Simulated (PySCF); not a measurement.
Computed IR spectrum (relative IR intensity) of a molecule C4H8BN. The structure is a stationary point at B3LYP-D3(BJ)/def2-SVP. The values are those of a single conformer. Calculation: B3LYP-D3(BJ)/def2-SVP (PySCF). Frequencies are harmonic and unscaled.

```json
[
 {"ν (cm⁻¹)": "364", "relative intensity": "7.6"},
 {"ν (cm⁻¹)": "537", "relative intensity": "99"},
 {"ν (cm⁻¹)": "690", "relative intensity": "32"},
 {"ν (cm⁻¹)": "945", "relative intensity": "11"},
 {"ν (cm⁻¹)": "1131", "relative intensity": "6.9"},
 {"ν (cm⁻¹)": "1147", "relative intensity": "15"},
 {"ν (cm⁻¹)": "1249", "relative intensity": "31"},
 {"ν (cm⁻¹)": "1403", "relative intensity": "10"},
 {"ν (cm⁻¹)": "1441", "relative intensity": "58"},
 {"ν (cm⁻¹)": "1609", "relative intensity": "100"},
 {"ν (cm⁻¹)": "1688", "relative intensity": "8.0"},
 {"ν (cm⁻¹)": "2997", "relative intensity": "30"},
 {"ν (cm⁻¹)": "3000", "relative intensity": "9.7"},
 {"ν (cm⁻¹)": "3023", "relative intensity": "24"},
 {"ν (cm⁻¹)": "3147", "relative intensity": "5.5"},
 {"ν (cm⁻¹)": "3172", "relative intensity": "28"},
 {"ν (cm⁻¹)": "3585", "relative intensity": "15"},
 {"ν (cm⁻¹)": "3679", "relative intensity": "14"}
]
```

Identify the compound among the candidates.
A) NB1CC=CC1
B) CB1C=N[C@H]1C
C) CC#CB(C)N
D) NB1C=CCC1

A, NB1CC=CC1
